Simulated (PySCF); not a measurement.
## Assigning NMR signals

Atoms are numbered as in `[CH2:1]=[CH:2][n:3]1[n:4][n:5][c:6]([CH3:7])[c:8]1[SiH3:9]`. Hydrogens are named by the atom that carries them. Ha(C1) is cis to N3; Hb(C1) is trans to N3.

All values are calculated (PySCF): geometry: GFN2-xTB, shielding tensors at PBE0/pcSseg-1 (GIAO). One averaged value for each set of equivalent atoms, no relativistic terms, a single conformation, in vacuum.

Shifts are taken against calculated references (same method and geometry level): ¹³C, ¹H against TMS.

(1) Assign these signals to the numbered atoms. ¹³C{¹H} NMR (computed): δ 156.0 (C), 135.1 (CH), 126.4 (C), 111.1 (CH2), 14.4 (CH3).

(2) Assign these signals to the numbered atoms. ¹H NMR (400 MHz, computed): δ 7.21 (m, 1H), 7.06 (m, 1H), 5.38 (m, 1H), 4.50 (s, 3H), 2.62 (s, 3H).

Results:

(1) 
```tsv
δ (ppm)	atoms	environment	reason
156.0	C6	substituted aromatic carbon next to a ring nitrogen	–
135.1	C2	alkene CH	an sp2 carbon of a C=C bond
126.4	C8	substituted aromatic carbon next to a ring nitrogen	–
111.1	C1	terminal =CH2 carbon	an sp2 carbon of a C=C bond
14.4	C7	methyl carbon on an aromatic ring	aliphatic region, no heteroatom directly attached
```

(2) 
7.21 → H(C2), hydrogen on an alkene CH: attached to an sp2 carbon and in the plane of the double bond
7.06 → Ha(C1), hydrogen on a terminal =CH2 carbon: olefinic region
5.38 → Hb(C1), hydrogen on a terminal =CH2 carbon
4.50 → H(Si9), hydrogen on a silicon bonded to C
2.62 → H(C7), hydrogen on a methyl carbon on an aromatic ring: benzylic-type position, deshielded by the ring

Shifts are as computed. Against solution values, carbons near 30 ppm lie about +3 ppm off and those near 130 ppm about +5 ppm. Of 1211 compounds with measured shifts, 218 miss one by over three times the rms of a fit or turn the order of signals round; such compounds aren't used in these exercises. No couplings were computed; multiplicities are counted from neighbouring protons, with m where these are inequivalent, close in shift, in a saturated or five-membered ring or joined by F or P, and br s for small geminal =CH2 splittings.
